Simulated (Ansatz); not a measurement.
Calculated with Ansatz (gas phase, PBE0-D4/def2-TZVP geometries, no zero-point term in ΔE). CBS: MP2 limit from def2 TZ/QZ plus the TZ coupled-cluster correction, frozen cores. def2 core potentials past Kr. For Ge, In outer-core shells are correlated without core-valence functions, which leaves a few kJ/mol of doubt a bond. Scalar relativity is left out up to krypton. One conformer a species, not always the lowest.

Consider the ligand exchange at a Ge–N bond: `C[N]([GeH3])[InH2]` + `O[SiH](O)O` → `O[SiH](O)[O][GeH3]` + `C[NH][InH2]`.

`C[N]([GeH3])[InH2]`:

Z-matrix (Å, degrees):
```
C
N 1 1.453
H 1 1.099 2 112.2
H 1 1.095 2 111.2 3 119.7
H 1 1.099 2 112.2 3 -120.5
Ge 2 1.835 1 114.8 3 60.3
In 2 2.030 1 121.3 3 -119.8
H 6 1.546 2 110.3 1 -59.4
H 6 1.537 2 107.7 1 -179.9
H 6 1.546 2 110.3 1 59.5
H 7 1.709 2 115.8 1 180.0
H 7 1.715 2 112.2 1 -0.0
```

`O[SiH](O)O`:

```xyz
8

O     1.221    0.861   -0.680
Si    0.066   -0.211   -0.263
O    -1.366    0.467    0.167
O     0.557   -1.035    1.059
H     1.618    1.381    0.021
H    -0.100   -1.060   -1.459
H    -1.867    0.922   -0.510
H    -0.129   -1.324    1.663
```

`O[SiH](O)[O][GeH3]`:

```xyz
11

O     1.981   -0.053    0.468
Si    0.623   -0.942    0.288
O     0.403   -1.830    1.646
O    -0.716   -0.045    0.071
Ge   -1.115    1.320   -0.999
H     2.158    0.309    1.338
H     0.866   -1.779   -0.903
H    -0.504   -1.998    1.904
H    -0.499    1.062   -2.383
H    -2.647    1.354   -1.060
H    -0.549    2.601   -0.369
```

`C[NH][InH2]`:

Z-matrix (Å, degrees):
```
C
N 1 1.443
H 1 1.098 2 112.6
H 1 1.093 2 110.1 3 119.2
H 1 1.098 2 112.6 3 -121.6
In 2 2.011 1 128.0 3 -119.2
H 2 1.008 1 112.6 3 60.8
H 6 1.711 2 115.1 1 180.0
H 6 1.713 2 113.8 1 -0.0
```

| level | ΔE (kcal/mol) |
| --- | --- |
| CCSD/def2-TZVPP | -6.7 |
| HF/CBS(def2) | -11.8 |

What does CCSD(T)/CBS give? (Best estimate.)

The calculation gave: -5.3 kcal/mol. The listed levels differ from it by -1.4, -6.5 kcal/mol.

Largest T1 diagnostic among the species: 0.016.

The D4 term adds +1.1 kcal/mol with B3LYP and +0.6 kcal/mol with PBE0; it sums over pairs of atoms, weighted by their polarisabilities, and B3LYP, whose exchange is more repulsive, gets the larger term. In def2-TZVPP, CCSD(T) changes the Hartree–Fock value by +5.4 kcal/mol (the triples alone add +0.8 kcal/mol) and MP2 by +6.6 kcal/mol.

B3LYP here is the variant with VWN-RPA as its local correlation; programs differ in this.
